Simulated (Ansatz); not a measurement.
Process, species as SMILES: OB(O)[PH-] → [O-]B(O)P

Wanted: isomerisation energy (electronic), in kcal/mol. Conventions: six Cartesian d functions in 6-31G* and its kin unless marked 5d; non-relativistic; dispersion terms only where a functional's name holds one; no spin-orbit coupling; valence correlation only. Basis-set limits of correlation are two-point, X^-3; Hartree-Fock from the larger set. Ab initio and DFT rows: single points at B3LYP-D3(BJ) geometries (Ansatz, a program for electronic structure). Sets without +, aug- or the D of def2-TZVPD hold no diffuse functions, which anions need.

| species | coefficient | E at B3LYP/6-31G* (Ansatz), Eh | E at PBE/def2-TZVPD (Ansatz), Eh |
|---|---|---|---|
| OB(O)[PH-] | -1 | -518.56002 | -518.32049 |
| [O-]B(O)P | +1 | -518.57238 | -518.33143 |

Coupled cluster (Ansatz) is a level with limits of its own, used here on species with T1 under 0.025 (0.045 for open shells) and stable references: CCSD(T)/CBS(aug-cc-pV(T+d)Z,aug-cc-pV(Q+d)Z). Value to compare with, CCSD(T)/CBS(aug-cc-pV(T+d)Z,aug-cc-pV(Q+d)Z) (Ansatz): -3.9 kcal/mol. 1 Eh = 627.5095 kcal/mol.

**Question.** Work the quantity out at each level, and compare with CCSD(T)/CBS(aug-cc-pV(T+d)Z,aug-cc-pV(Q+d)Z) (Ansatz).

**Answer.** 
- B3LYP/6-31G*: the sum of coefficient times E is -0.01236 Eh, or -7.76 kcal/mol. Result: -7.8 kcal/mol. Its difference against CCSD(T)/CBS(aug-cc-pV(T+d)Z,aug-cc-pV(Q+d)Z) (Ansatz) is -3.9 kcal/mol.
- PBE/def2-TZVPD: the sum of coefficient times E is -0.01094 Eh, or -6.86 kcal/mol. Result: -6.9 kcal/mol. Its difference against CCSD(T)/CBS(aug-cc-pV(T+d)Z,aug-cc-pV(Q+d)Z) (Ansatz) is -3.0 kcal/mol.
